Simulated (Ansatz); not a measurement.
This geometry of BClF2 + H2 (6 atoms, charge 0, multiplicity 1) is a first-order saddle point.

The calculation used Ansatz 0.2.0, RKS PBE/def2-SVP.

```xyz
6
Properties=species:S:1:pos:R:3
B 0.097 -0.281 -0.014
F 0.102 0.088 1.588
Cl 1.565 0.306 -0.816
F -1.107 0.011 -0.509
H 0.203 -1.571 0.333
H 0.169 -1.019 1.282
```

Q: Which two structures does it join? (They come from a converged band through this point; their orientation in space is the band's.)

A: Bonds broken: B1–F2, H5–H6. Bonds formed: B1–H5, F2–H6. BClF2 + H2 becomes BClFH + FH.

First end point:

```xyz
6
Properties=species:S:1:pos:R:3
B 0.017 0.483 -0.052
F 0.006 0.806 1.232
Cl 1.517 0.498 -0.960
F -1.124 0.163 -0.642
H 0.349 -2.400 0.813
H 0.263 -2.015 1.472
```

Last end point:

```xyz
6
Properties=species:S:1:pos:R:3
B 0.102 -0.444 -0.418
F 0.093 -0.018 1.868
Cl 1.527 0.464 -0.924
F -1.101 0.074 -0.623
H 0.210 -1.612 -0.099
H 0.196 -0.930 2.061
```

Q: How far does it lie above each of them?

A: 1.76 eV above the first and 0.45 eV above the second. This is the barrier of this one path; another mechanism may lie lower. The orbitals stay closed-shell, which can raise the energy where a bond breaks towards radicals; this wasn't checked here.

Run time: 75 s on 1 thread of Intel(R) Xeon(R) 6975P-C (Granite Rapids) (shared host), peak memory 0.13 GiB.
